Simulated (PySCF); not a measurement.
Compound: C4H5N4 (doublet state).
SMILES with atom numbers: `[CH2:1]/[N:2]=[CH:3]\[c:4]1[n:5][n:6][cH:7][nH:8]1` (hydrogens: H9, H10 on C1; H11 on C3; H12 on C7; H13 on N8)

Structure used (GFN2-xTB), in Å, numbered top down from 1:
```
atom  x, y, z in Å
C1     2.2048   -0.1946    0.8216
N2     1.8953    0.6776   -0.0560
C3     0.8948    0.7720   -0.9019
C4    -0.4288    0.3355   -0.6864
N5    -1.4328    0.4963   -1.5381
N6    -2.5301   -0.0181   -0.9969
C7    -2.2307   -0.4873    0.1807
N8    -0.9088   -0.3039    0.4406
H9     1.8004   -1.2057    0.8497
H10    2.9815    0.0530    1.5269
H11    1.0701    1.3494   -1.7968
H12   -2.9152   -0.9622    0.8524
H13   -0.4047   -0.5115    1.2864
```

The hyperfine couplings belong to this conformer and change with its torsions.

Computed, not measured: UKS B3LYP, pcH-1 on C H N, non-relativistic, mean-field spin-orbit, GIAO (PySCF). Geometry: GFN2-xTB, one conformer, isolated molecule. The geometry wasn't refined by DFT: couplings that depend on bond lengths, twists or pyramidal angles can differ widely from those at the functional's own minimum. The frame is twisted about the N2–C3 bond at this geometry (dihedral C1–N2–C3–C4 = 34°); couplings at other torsion angles weren't computed. The SCF solution wasn't tested for stability.

Problem. Match the computed a_iso(13C) values +52.2, +46.7, -22.8, +9.3 MHz with the sites C1; C3; C4; C7.

Solution. 
```csv
site,a_iso (MHz),ρ(0) (bohr⁻³),position,distance from C3 (Å),spin population,largest |T| (MHz)
C1,+52.2,+0.0464,a main spin site,2.37,+0.41,64.6
C3,+46.7,+0.0416,largest spin population,0.00,+0.49,81.7
C4,-22.8,-0.0203,1 bond from C3,1.41,-0.11,14.8
C7,+9.3,+0.0083,3 bonds from C3,3.54,+0.10,17.1
```

Problem. Match the computed a_iso(14N) values +12.1, +7.3, +4.4, -1.5 MHz with the sites N2; N5; N6; N8.

Solution. 
```csv
site,a_iso (MHz),ρ(0) (bohr⁻³),position,distance from C3 (Å),spin population,largest |T| (MHz)
N2,+12.1,+0.0376,1 bond from C1,1.31,-0.02,18.0
N5,+7.3,+0.0225,2 bonds from C3,2.43,+0.17,16.5
N6,-1.5,-0.0046,3 bonds from C3,3.52,-0.02,0.9
N8,+4.4,+0.0135,2 bonds from C3,2.49,+0.04,4.5
```

ρ(0) is the spin density at the nucleus and T the dipolar tensor. Largest spin populations (Mulliken): C3 (+0.49), C1 (+0.41), N5 (+0.17) and C4 (-0.11). Three atoms exceed +0.15. The positive populations add up to 1.20 and the negative ones to -0.20, together 2S = 1. Main spin sites, with 60 % or more of the largest population: C1, C3; positions count bonds from the nearest.

H9 and H10 aren't averaged: C1 is flat or nearly so (angle sum 360°), and its turn about the short C1–N2 bond (1.28 Å) is taken as slow.

C1, the radical centre as drawn in `[CH2]/N=C\c1nnc[nH]1`, holds a spin population of +0.41 out of 1.
